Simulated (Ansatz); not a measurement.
Input file for FGeI₃, SMILES `[F][Ge]([I])([I])[I]`:

```yaml
crystal:
  periodic: [false, false, false]
  atoms:
    - {symbol: F, position_ang: [-0.359150, -0.044641, 1.757336]}
    - {symbol: Ge, position_ang: [-0.005737, -0.016041, 0.066889]}
    - {symbol: I, position_ang: [1.888666, -1.586702, -0.282697]}
    - {symbol: I, position_ang: [-2.073195, -0.756916, -1.097043]}
    - {symbol: I, position_ang: [0.599316, 2.330501, -0.485985]}
basis:
  gaussian: {orbitals: def2-SVP}
correlation: {method: ccsd_t}
```

```sh
$ ansatz run in.yaml --threads 4 --pin off --events-out ev --progress --plain --max-ram 11315MiB
```

The program prints (abridged):

```
Functional definition: HF
1441 factors; integrals over basis functions are off by at most 7.4e-4 eV
mean field evaluation 1: about -83388.4495 eV, gradient 3.3e1 eV
mean field evaluation 2: about -83388.5875 eV, gradient 3.3e1 eV
mean field evaluation 4: about -83391.2546 eV, gradient 2.0e0 eV
mean field evaluation 8: about -83391.2890 eV, gradient 2.0e-1 eV
mean field -83391.28930967 eV, -3064.5733574845 hartree, gradient 7.3e-6 eV, S^2 0.000000; 0 other end points of the search recorded, 0 dependent functions left out
22 core orbitals not correlated: weight in the atoms' cores, before any rotation towards them, 1.000 or more for the frozen orbitals, at most 0.000 for the correlated occupied ones
reference -83391.28930967 eV, -3064.5733574845 hartree; 36, 36 occupied and 66, 66 virtual orbitals, 1441 factors
second order -20.68577859 eV of doubles, -0.00000000 eV of singles
cycle   1  -20.40261220 eV  change    2.8e-1 eV  update   1.1e-1
cycle   2  -20.87591965 eV  change   -4.7e-1 eV  update   3.3e-2
cycle   3  -20.96233223 eV  change   -8.6e-2 eV  update   1.7e-2
cycle   4  -20.95544654 eV  change    6.9e-3 eV  update   3.9e-3
cycle   5  -20.95257819 eV  change    2.9e-3 eV  update   1.7e-3
cycle   6  -20.95277779 eV  change   -2.0e-4 eV  update   5.3e-4
cycle   7  -20.95249856 eV  change    2.8e-4 eV  update   1.7e-4
cycle   8  -20.95245751 eV  change    4.1e-5 eV  update   6.0e-5
perturbative correction -0.55074495 eV, -0.0202395034 hartree
Total energy: -83412.79251213 eV, -3065.3635855992 hartree
```

It took 23 s on 4 threads of an Arm Neoverse V2 on a shared host, with 0.89 GiB of host memory at the peak.

The correlation energy is -21.503 eV, 2.6 % of it from (T); the T1 diagnostic reads 0.0087.
